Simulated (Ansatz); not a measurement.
Process, species as SMILES: [N]=C=O → C atom + N atom + O atom
B3LYP-D3(BJ)/def2-TZVP geometries, fixed; electronic energies without zero-point terms.

Basis-set convergence of the atomisation energy at CCSD(T) with Ansatz (a first-principles code). All functions are spherical. Cores are frozen. Open shells are unrestricted. No added dispersion term, no relativity. Functions are those of the species that has most. Reference: Hartree-Fock in cc-pVQZ plus the correlation part extrapolated as X^-3 from cc-pVTZ and cc-pVQZ, 315.02 kcal/mol, itself unsure by roughly 2.05 kcal/mol (a third of the extrapolation step and of the last Hartree-Fock step). Deviations are taken from unrounded values.

```csv
basis,functions,atomisation energy (kcal/mol),minus reference (kcal/mol)
def2-SVP,42,294.96,-20.06
6-311G**,54,288.34,-26.68
aug-pcseg-1,69,290.86,-24.16
pcseg-2,90,304.01,-11.01
def2-TZVPP,93,302.70,-12.32
def2-TZVPPD,114,302.94,-12.08
"6-311++G(3df,3pd)",117,306.97,-8.05
aug-pcseg-2,138,305.60,-9.42
cc-pVQZ,165,309.98,-5.04
```
